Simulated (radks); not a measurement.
Values are calculated unless marked as measured or tabulated.
Sn4+, 46 electrons, occupied as [Kr] 4d10. Code: a radial shooting solver on a logarithmic mesh with Libxc functionals. Model: scalar-relativistic Kohn-Sham, SOGGA, spin-polarised, spherical densities, point nucleus.

Unscreened Slater integrals over Kohn-Sham orbitals (hartree). They are taken over the spin-up orbitals.

F0(4d,4d): 0.84547
F2(4d,4d): 0.42631
F4(4d,4d): 0.28122
F0(4d,4p): 0.91991
F2(4d,4p): 0.46303
G1(4d,4p): 0.58772
G3(4d,4p): 0.36192
F0(4d,4s): 0.94744
G2(4d,4s): 0.44186
F0(4p,4p): 1.0177
F2(4p,4p): 0.53391
F0(4p,4s): 1.0554
G1(4p,4s): 0.71730
F0(4s,4s): 1.0981
